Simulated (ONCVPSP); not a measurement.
## An all-electron radial function and its pseudo partner (cobalt (Co))

Columns: radius, all-electron u(r) and pseudo u(r) of the 3s shell (level -101.87 eV) of cobalt in the configuration [Ne] 3s2 3p6 3d7 4s2; LDA (Perdew-Zunger), scalar-relativistic, ONCV scheme, ONCVPSP 4.0.1.

| r (bohr) | all-electron | pseudo |
| --- | --- | --- |
| 0.072 | 0.0148 | 0.2056 |
| 0.145 | -0.6210 | 0.4066 |
| 0.217 | -0.5875 | 0.5905 |
| 0.290 | -0.1645 | 0.7559 |
| 0.362 | 0.3323 | 0.8933 |
| 0.435 | 0.7563 | 1.0022 |
| 0.507 | 1.0449 | 1.0778 |
| 0.580 | 1.2079 | 1.1212 |
| 0.652 | 1.2658 | 1.1324 |
| 0.725 | 1.2496 | 1.1143 |
| 0.798 | 1.1844 | 1.0707 |
| 0.870 | 1.0919 | 1.0075 |
| 0.942 | 0.9861 | 0.9298 |
| 1.015 | 0.8752 | 0.8419 |
| 1.088 | 0.7672 | 0.7499 |
| 1.160 | 0.6674 | 0.6597 |
| 1.232 | 0.5761 | 0.5734 |
| 1.305 | 0.4931 | 0.4925 |
| 1.378 | 0.4198 | 0.4197 |
| 1.450 | 0.3568 | 0.3567 |
| 1.522 | 0.3021 | 0.3020 |
| 1.595 | 0.2544 | 0.2543 |
| 1.668 | 0.2136 | 0.2135 |
| 1.740 | 0.1794 | 0.1794 |
| 1.812 | 0.1504 | 0.1504 |
| 1.885 | 0.1256 | 0.1255 |

(1) How many radial nodes do the two functions have?

(2) At about which radius was the pseudo-wave matched?

(3) Is the pseudo-wave norm-conserving?

## Answers

(1) The all-electron 3s function has n − l − 1 = 2; the pseudo-wave has 0, since the states of the same l below it are removed with the core.

(2) 1.45 bohr, where the columns begin to agree (steps of 0.07 bohr).

(3) Yes: the ONCV scheme keeps the norm inside the radius equal to the all-electron one, which fixes the energy derivative of the logarithmic derivative at the level.
